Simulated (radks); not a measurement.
Excited configurations of the chlorine ion Cl13+: one electron is placed in a higher orbital outside [He] 2s1. The ground configuration is [He] 2s2. Method: scalar-relativistic Kohn-Sham, r2SCAN, spin-polarised, spherical densities, finite nucleus; open shells are filled with parallel spins first; meta-GGA in the generalised Kohn-Sham scheme; Fermi nuclear charge, rms radius 3.3654 fm; computed with a radial shooting solver on a logarithmic mesh with Libxc functionals. Excitation = E - E(ground); binding = E(ion) - E, where the ion is the core of charge +14; n* = 14/sqrt(2 binding) in atomic units. These energies are relativistic, and a one-electron ion of charge +14 with no core already has n* below n in this formula (scalar-relativistic equation, point nucleus: 3d 2.999, 4p 3.997, 4f 3.999, 6s 5.995, 6d 5.999, 6f 5.999, 7s 6.995, 7f 6.999). The quantum defect is therefore taken as that value minus n*, so that it holds no relativistic shift of the bare ion.

outer orbital	excitation (eV)	binding (eV)	n*	quantum defect	eigenvalue (eV)	<r> (bohr)
3d	445.67	299.91	2.982	0.017	-287.04	0.7320
4p	573.83	171.75	3.940	0.057	-166.80	1.593
4f	580.26	165.32	4.016	-0.017	-158.32	1.287
6s	668.37	77.211	5.877	0.119	-75.107	3.710
6d	670.62	74.962	5.964	0.034	-72.668	3.600
6f	671.64	73.937	6.006	-0.006	-71.582	3.426
7s	689.11	56.470	6.872	0.123	-54.939	5.075
7f	691.21	54.371	7.003	-0.004	-52.736	4.819

The Delta-SCF ionisation energy is 745.58 eV (NIST Atomic Spectra Database: 750.2 eV, semi-empirical). Self-interaction in the functional shifts the binding energies and quantum defects, so they are the method's values and not measured ones.
